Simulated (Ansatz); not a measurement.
```yaml
crystal:
  periodic: [false, false, false]
  atoms:
    - {symbol: C, position_ang: [0.451712, -2.392932, 0.037096]}
    - {symbol: O, position_ang: [0.256632, -1.018102, 0.082772]}
    - {symbol: Hf, position_ang: [-0.182420, 0.830471, -0.022415]}
    - {symbol: O, position_ang: [-0.572835, 1.380023, -1.818032]}
    - {symbol: O, position_ang: [-1.665920, 1.266476, 1.115129]}
    - {symbol: Se, position_ang: [1.993170, 2.012785, 0.830191]}
    - {symbol: H, position_ang: [0.356224, -2.764015, -0.988485]}
    - {symbol: H, position_ang: [1.452239, -2.642922, 0.403154]}
    - {symbol: H, position_ang: [-0.283901, -2.907238, 0.663955]}
    - {symbol: H, position_ang: [-0.912787, 1.607027, -2.676175]}
    - {symbol: H, position_ang: [-2.299719, 1.295103, 1.823415]}
    - {symbol: H, position_ang: [1.407616, 3.333344, 0.549374]}
basis:
  gaussian: {orbitals: def2-TZVPP, fitting: {mean_field: cc-pVTZ-jkfit}}
hamiltonian: {xc: {name: wB97X-D}}
scf: {lower_state_search: off}
output: {forces: true}
```

```sh
$ ansatz run in.yaml --threads 2 --pin off --events-out ev --progress --plain --max-ram 32768MiB --backend cpu
```

(1) How does Ansatz answer? (Estimate.)

Results:

(1) Ansatz gave: The program refused the input.
```
Error: YAML parse error: error: line 18 column 19: hamiltonian.xc: no functional is named "wB97X-D"; the names, which are not case-sensitive, are SVWN5, SPW92, PBE, PBE0, PBEsol, revPBE, revPBE0, RPBE, rPW86-PBE, HSE06, wPBEh, LC-wPBE, HISS, HF, BLYP, B3LYP, B3LYP5, BHLYP, CAM-B3LYP, r2SCAN, r2SCANh, r2SCAN0, r2SCAN50, m-r2SCAN, B97, wB97, wB97X, wB97X-V, B97M-V, wB97M-V, B2PLYP, B2GP-PLYP, PBE0-DH, PBE-QIDH
16 | basis:
17 |   gaussian: {orbitals: def2-TZVPP, fitting: {mean_field: cc-pVTZ-jkfit}}
18 | hamiltonian: {xc: {name: wB97X-D}}
19 | scf: {lower_state_search: off}
20 | output: {forces: true}
```

HSE06 is defined as in plane-wave codes.
